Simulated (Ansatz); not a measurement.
Reactions of `[CH3][Sb]([CH3])[SiH3]`.

Isolated molecules relaxed with PBE0-D4/def2-TZVP in Ansatz; ΔE leaves out vibrations. CCSD(T)/CBS adds triple-zeta CCSD(T) − MP2 to the extrapolated MP2 energy (def2 sets, frozen cores). This one scheme is used for every species, atoms too. DFT in def2-TZVPP. No spin–orbit coupling; open shells (•) take unrestricted orbitals. Spin–orbit coupling would lower the free atoms: a little for C, Si. Elements past krypton have def2 core potentials. Bonds to Sb, Sn are less sure, by a few kJ/mol each and by 10 to 20 or more in all where they break to atoms, as the def2 sets lack core-valence functions. Each species was taken in one conformer, which may not be the lowest.

| reaction | CCSD(T)/CBS(def2) (kJ/mol) |
| --- | --- |
| `[CH3][Sb]([CH3])[SiH3]` + H₂ → `[CH3][SbH][SiH3]` + CH₄ | ? |
| `[CH3][Sb]([CH3])[SiH3]` + `NB(F)[SiH3]` → `CNB(F)[SiH3]` + `[CH3][SbH][SiH3]` | 58 |
| `[CH3][Sb]([CH3])[SiH3]` + H₂S → `[CH3][Sb]([SiH3])[SH]` + CH₄ | -80 |
| `[CH3][Sb]([CH3])[SiH3]` → 2 C• + 9 H• + Sb• + Si• | 4255 |
| `[CH3][Sb]([CH3])[SiH3]` → `[CH3]`• + `[CH3][Sb][SiH3]`• | ? |
| `[CH3][Sb]([CH3])[SiH3]` + `BB(N)O` → `[CH3][Sb]([NH2])[SiH3]` + `BB(C)O` | 102 |
| `[CH3][Sb]([CH3])[SiH3]` + `[OH][SnH]([F])[F]` → `[F][SnH]([F])[O][SiH3]` + `[CH3][SbH][CH3]` | -65 |
| `[CH3][Sb]([CH3])[SiH3]` + H₂ → `[CH3][SbH][CH3]` + SiH₄ | 15 |

**Question.** Fill in the missing values. (Best estimate.)

**Answer.** Computed: `[CH3][Sb]([CH3])[SiH3]` + H₂ → `[CH3][SbH][SiH3]` + CH₄: -44.0 kJ/mol; `[CH3][Sb]([CH3])[SiH3]` → `[CH3]`• + `[CH3][Sb][SiH3]`•: +265.6 kJ/mol.

Largest T1 diagnostic: 0.015, for `[OH][SnH]([F])[F]`.
